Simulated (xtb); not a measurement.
xtb input (GFN2-xTB):

```bash
xtb mol.xyz --gfn 2 --sp --chrg 0 --uhf 0
```
mol.xyz:
```
16

C      1.82989547     0.06063765    -0.70269423
Ge    -0.00052471    -0.00123045     0.00083824
C     -1.14278144    -1.08739657    -1.18742361
C     -0.76816566     1.79187868     0.21228715
N      0.13760924    -0.70331520     1.72148352
H      2.46181028     0.65974518    -0.04747282
H      2.24994317    -0.94414927    -0.76621673
H      1.84207466     0.49921653    -1.70118112
H     -1.19655416    -0.64219734    -2.18247336
H     -0.74121968    -2.09704554    -1.28303858
H     -2.15445784    -1.15532179    -0.78532642
H     -1.76638627     1.73216739     0.64824830
H     -0.84727603     2.29128916    -0.75404952
H     -0.13872434     2.39263444     0.86837966
H     -0.73841627    -0.74661994     2.22668257
H      0.56904234    -1.61785655     1.76622371
```

End of the output:

```
         :::::::::::::::::::::::::::::::::::::::::::::::::::::
         ::                     SUMMARY                     ::
         :::::::::::::::::::::::::::::::::::::::::::::::::::::
         :: total energy             -16.859319222465 Eh    ::
         :: gradient norm              0.020073424279 Eh/a0 ::
         :: HOMO-LUMO gap              7.651088782511 eV    ::
         ::.................................................::
         :: SCC energy               -17.073562343520 Eh    ::
         :: -> isotropic ES            0.014664968263 Eh    ::
         :: -> anisotropic ES          0.005656728948 Eh    ::
         :: -> anisotropic XC          0.010604086642 Eh    ::
         :: -> dispersion             -0.009048880376 Eh    ::
         :: repulsion energy           0.214243121055 Eh    ::
         :: add. restraining           0.000000000000 Eh    ::
         :: total charge               0.000000000000 e     ::
         :::::::::::::::::::::::::::::::::::::::::::::::::::::

           -------------------------------------------------
          |                Property Printout                |
           -------------------------------------------------

    * Orbital Energies and Occupations

         #    Occupation            Energy/Eh            Energy/eV
      -------------------------------------------------------------
         1        2.0000           -0.6312903             -17.1783
       ...           ...                  ...                  ...
         4        2.0000           -0.5680560             -15.4576
         5        2.0000           -0.5479623             -14.9108
         6        2.0000           -0.4936201             -13.4321
         7        2.0000           -0.4718422             -12.8395
         8        2.0000           -0.4676019             -12.7241
         9        2.0000           -0.4662485             -12.6873
        10        2.0000           -0.4617554             -12.5650
        11        2.0000           -0.4596583             -12.5079
        12        2.0000           -0.4573862             -12.4461
        13        2.0000           -0.4352111             -11.8427
        14        2.0000           -0.4031985             -10.9716
        15        2.0000           -0.3984510             -10.8424
        16        2.0000           -0.3669201              -9.9844 (HOMO)
        17                         -0.0857477              -2.3333 (LUMO)
        18                         -0.0240291              -0.6539
        19                          0.0062795               0.1709
        20                          0.0111351               0.3030
        21                          0.1242699               3.3816
        22                          0.1571353               4.2759
        23                          0.1682669               4.5788
        24                          0.1804489               4.9103
        25                          0.1866713               5.0796
        26                          0.1906872               5.1889
        27                          0.1907141               5.1896
       ...                                ...                  ...
        36                          1.0882591              29.6130
      -------------------------------------------------------------
                  HL-Gap            0.2811723 Eh            7.6511 eV
             Fermi-level           -0.2263339 Eh           -6.1589 eV

     #   Z          covCN         q      C6AA      α(0)
     1   6 C        3.662    -0.153    23.771     6.995
     2  32 Ge       3.494     0.197   170.306    23.560
     3   6 C        3.659    -0.156    23.840     7.006
     4   6 C        3.662    -0.153    23.771     6.995
     5   7 N        2.550    -0.392    30.169     8.157
     6   1 H        0.925     0.046     2.369     2.407
     7   1 H        0.924     0.039     2.461     2.453
     8   1 H        0.925     0.037     2.485     2.465
     9   1 H        0.924     0.039     2.466     2.456
    10   1 H        0.924     0.036     2.506     2.476
    11   1 H        0.924     0.036     2.506     2.476
    12   1 H        0.924     0.039     2.461     2.453
    13   1 H        0.925     0.037     2.485     2.465
    14   1 H        0.925     0.046     2.369     2.407
    15   1 H        0.861     0.151     1.397     1.851
    16   1 H        0.861     0.151     1.397     1.851

 Mol. C6AA /au·bohr⁶  :       2443.069609
 Mol. C8AA /au·bohr⁸  :      81486.688890
 Mol. α(0) /au        :         78.473430

Wiberg/Mayer (AO) data.
largest (>0.10) Wiberg bond orders for each atom

 ---------------------------------------------------------------------------
     #   Z sym  total        # sym  WBO       # sym  WBO       # sym  WBO
 ---------------------------------------------------------------------------
     1   6 C    3.987 --     8 H    0.974     6 H    0.972     7 H    0.971
                             2 Ge   0.874
     2  32 Ge   3.866 --     5 N    1.055     4 C    0.874     1 C    0.874
                             3 C    0.848
     3   6 C    3.984 --     9 H    0.974    10 H    0.973    11 H    0.973
                             2 Ge   0.848
     4   6 C    3.987 --    13 H    0.974    14 H    0.972    12 H    0.971
                             2 Ge   0.874
     5   7 N    3.145 --     2 Ge   1.055    16 H    0.953    15 H    0.953
     6   1 H    0.998 --     1 C    0.972
     7   1 H    0.998 --     1 C    0.971
     8   1 H    0.999 --     1 C    0.974
     9   1 H    0.999 --     3 C    0.974
    10   1 H    0.999 --     3 C    0.973
    11   1 H    0.999 --     3 C    0.973
    12   1 H    0.998 --     4 C    0.971
    13   1 H    0.999 --     4 C    0.974
    14   1 H    0.998 --     4 C    0.972
    15   1 H    0.977 --     5 N    0.953
    16   1 H    0.977 --     5 N    0.953
 ---------------------------------------------------------------------------

Topologies differ in total number of bonds
Writing topology from bond orders to xtbtopo.mol

molecular dipole:
                 x           y           z       tot (Debye)
 q only:       -0.096      -0.114      -0.055
   full:       -0.287      -0.274      -0.294       1.256
molecular quadrupole (traceless):
                xx          xy          yy          xz          yz          zz
Note: The following floating-point exceptions are signalling: IEEE_UNDERFLOW_FLAG IEEE_DENORMAL
normal termination of xtb
 q only:       -0.124      -0.132       0.726      -1.068      -1.105      -0.602
  q+dip:       -0.071      -0.120       1.531      -2.018      -1.876      -1.460
   full:        0.125      -0.221       1.827      -2.396      -1.974      -1.952

           -------------------------------------------------
          | TOTAL ENERGY              -16.859319222465 Eh   |
          | GRADIENT NORM               0.020073424279 Eh/α |
          | HOMO-LUMO GAP               7.651088782511 eV   |
           -------------------------------------------------

------------------------------------------------------------------------
------------------------------------------------------------------------
 total:
 SCF:
```
